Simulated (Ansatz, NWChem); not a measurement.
How methods differ on CH7GaSi (SMILES [CH3][GaH][SiH3])

The species is CH7GaSi (10 atoms), meant as a singlet with charge 0. SMILES: `[CH3][GaH][SiH3]`. The coordinates come from a PBE0-D4/def2-TZVP relaxation.

Each level gives the electronic atomisation energy (eV). The values are calculated. Electronic energies at fixed atoms, without zero-point motion or spin-orbit coupling.

```tsv
level	kind	program	value (eV)	less CCSD(T)/6-31G*	CPU time (all runs)
HF/6-31G* (spherical functions)	Hartree–Fock	Ansatz	23.37	-4.22	3.2 s
SVWN5/6-31G* (spherical functions)	LDA	Ansatz	34.32	+6.73	8.3 s
revPBE/6-31G* (spherical functions)	GGA	Ansatz	29.77	+2.18	14 s
B3LYP/6-31G* (Cartesian functions)	global hybrid	NWChem	30.38	+2.79	41 s
wB97X/6-31G* (spherical functions)	range-separated hybrid	Ansatz	30.96	+3.37	47 s
PBE-QIDH/6-31G* (spherical functions)	double hybrid	Ansatz	29.67	+2.08	16 s
RPA@PBE0/6-31G* (spherical functions)	RPA	Ansatz	27.45	-0.14	22 s
CCSD(T)/6-31G* (spherical functions)	coupled cluster or CI	Ansatz	27.59	0.00	15 s
```

Differences are taken from CCSD(T)/6-31G* (spherical functions) for orientation; it has basis-set and higher-order errors of its own. All-electron rows without a relativistic Hamiltonian named are non-relativistic. Correlated wave functions underbind in double-zeta sets. The values span 23.37 to 34.32 eV. In the correlated wave-function rows the outer d shell of Ga is correlated, in sets not made for it. In so small a basis fixed costs decide the times, and correlated methods can beat functionals. CPU times are rough (shared hosts, several kinds of processor and program).
